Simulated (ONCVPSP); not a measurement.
**How hard is this aluminium ONCV potential?**

```
Element                 : aluminium
Generator               : ONCVPSP 4.0.1
Type                    : optimised norm-conserving Vanderbilt (ONCV)
Functional              : LDA (Perdew-Zunger)
Relativity              : scalar-relativistic
Frozen core             : [Ne]
Valence charge          : 3
Reference configuration : 3s2 3p1
Partial waves           : 3s: rc 1.55 bohr, ncon 3, nbas 6, qcut 4.3 1/bohr, 2 projectors, debl 1.6 Ha; 3p: rc 2.95 bohr, ncon 4, nbas 8, qcut 3.3 1/bohr, 2 projectors, debl 0.3 Ha
Local potential         : polynomial inside 1.35 bohr (lpopt 5, dvloc0 1 Ha)
Core correction         : none
```

Q: For each optimised wave give the share of its norm inside rc, the residual kinetic energy above qcut (Ha) and the cutoffs (Ha) for errors of 10, 1, 0.1 and 0.01 mHa per electron.

A:

```
         wave  norm inside rc  residual KE  10 mHa  1 mHa  0.1 mHa     0.01 mHa
           3s           0.143      1.5e-04     3.5    5.8     23.1         60.0
s projector 2           0.175      9.9e-03     9.2   21.7     57.4  not reached
           3p           0.438      1.4e-06     1.3    2.1      2.9          3.8
p projector 2           0.218      3.0e-06     1.5    2.3      3.1          4.1
```

The occupied waves need 5.8 Ha and 23 Ha for 1 and 0.1 mHa. The cutoffs count occupied waves only; projector 2 of the s channel, the hardest unoccupied one, needs 22 Ha at the loose tolerance. Note: ghosts flagged at negative energy: s at -76.5 eV; no localised positive-energy state flagged. A true bound ghost makes a file unfit for plane-wave use.
